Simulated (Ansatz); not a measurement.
Basis-set extrapolation for C₆H₁₇NSi (`CC[Si](N)(CC)CC`) (PBE0-D4/def2-TZVP geometry, frozen core, Ansatz). Multiplicity 1, RHF reference.

```
                      def2-TZVPP   def2-QZVPP
                 HF  -580.671184  -580.694292
    MP2 correlation    -1.407431    -1.498060
CCSD(T) correlation    -1.554665      not run
```

Energies in hartree. Use E(X) = E(∞) + A·exp(−7.88·√X) for Hartree–Fock and E(X) = E(∞) + B·X^(−2.97) for correlation, with X = 3 and 4, and add CCSD(T) minus MP2 of the smaller set to the MP2 limit.

What is the CCSD(T) energy at the basis-set limit?

HF limit: -580.694292 + (-0.023108) × 0.13774 = -580.69747. MP2 limit: -1.498060 + (-0.090629) × 0.74074 = -1.56519. Higher-order term: -1.554665 − (-1.407431) = -0.14723. Total: -582.40989 hartree, 483.2 kJ/mol below CCSD(T)/def2-TZVPP.
